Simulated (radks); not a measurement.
Task: The mean radii <r> (bohr) of the occupied orbitals of an atom or ion are listed with their occupations. Calculated with a radial shooting solver on a logarithmic mesh with Libxc functionals: scalar-relativistic Kohn-Sham, LDA (Slater exchange, Perdew-Wang correlation), spin-polarised, spherical densities, point nucleus.

orbital  occ.      <r>
1s up       1  0.05855
1s down     1  0.05855
2s up       1   0.2677
2s down     1   0.2674
2p up       3   0.2360
2p down     3   0.2356
3s up       1   0.8118
3s down     1   0.8144
3p up       3   0.8577
3p down     3   0.8621
3d up       5    1.097
3d down     1    1.147
4s up       1    2.637

Name the element and its charge. Open shells, if any, are filled with parallel spins first.

Result: Z = 26, iron, charge +1: Fe+ in [Ar] 3d6 4s1. The 1s radius gives Z: for a bare nucleus <r> = (2 gamma + 1)/(2Z) with gamma = sqrt(1 - (Z/c)^2), 0.05699 bohr for Z = 26, and screening makes it slightly larger (0.05855 here). The occupations add up to 25, and the charge is Z minus that.
